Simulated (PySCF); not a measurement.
HO3W, SMILES [O]=[W+](=[O])[OH], charge +1, multiplicity 1. Coordinates come from a PBE0-D3(BJ)/def2-SVP optimisation. The spin state was assumed, not searched. The isomer is the one that the SMILES or the coordinates give; other isomers of the formula were not compared. The def2 effective core potentials stand for the cores of W; spin–orbit coupling is left out. The values are those of a single conformer.

Computed equilibrium geometry at PBE0-D3(BJ)/def2-SVP (PySCF confirms it by a frequency run) as Cartesian coordinates in Å, and its point group (one conformer of several):
point group Cs.
```xyz
5

W      0.0541     0.1776     0.0000
O      0.7418    -0.6064    -1.3104
O      0.7418    -0.6064     1.3104
O     -1.6927    -0.3009     0.0000
H     -2.3319    -1.0341     0.0000
```
Charge +1, spin multiplicity 1.
